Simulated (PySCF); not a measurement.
## Spinor energies of Zr³⁺ (zirconium, charge +3)

Start: [Kr] 5s1; 5s1/2 filled at m_j = +1/2. Calculated with PySCF 2.14 in x2c-SVPall-2c with one added diffuse shell each of s, p, d type (7s9p7d1f, 76 functions): generalised Hartree-Fock with the X2C-1e Hamiltonian and a Gaussian nucleus; one run each with spin-orbit coupling (SO) switched off, then screened by Boettger's factors. This is a chosen level, not necessarily the ground level.

```tsv
spinor shell	electrons	ε, spin-free (eV)	ε, screened SO (eV)	weight of nominal j (screened SO)	rms radius, screened SO (bohr)
1s1/2	2	-18129.0	-18128.3	1.000	0.0426
2s1/2	2	-2612.5	-2612.3	1.000	0.176
2p1/2	2	-2328.0	-2387.3	1.000	0.154
2p3/2	4	-2328.0	-2299.9	1.000	0.158
3s1/2	2	-487.54	-487.49	1.000	0.487
3p1/2	2	-391.93	-401.77	1.000	0.488
3p3/2	4	-391.93	-387.25	1.000	0.499
3d3/2	4	-234.71	-236.23	1.000	0.493
3d5/2	6	-234.71	-233.65	1.000	0.497
4s1/2	2	-100.20	-100.19	1.000	1.28
4p1/2	2	-71.827	-73.207	0.999	1.40
4p3/2	4	-71.827	-71.168	0.999	1.42
5s1/2	1	-28.030	-28.030	1.000	3.57
```

```tsv
quantity	spin-free	screened SO
E (hartree)	-3594.04250	-3594.37235
M_J	1/2	1/2
⟨J²⟩	0.750	0.750
⟨L²⟩	0.000	0.006
⟨S²⟩	0.750	0.757
```

Each row is a mean over spinors that exchange with the open shell spreads, by up to 0.318 eV (4s1/2).

Breit and QED terms are absent; they matter most for the inner s and p1/2 levels.

Densities and radii are taken from the X2C orbitals without a picture-change correction, which distorts them close to the nucleus.

Without spin-orbit coupling the j labels of p, d and f shells carry no meaning; the spin-free column gives the mean over the occupied spinors of each nl shell.
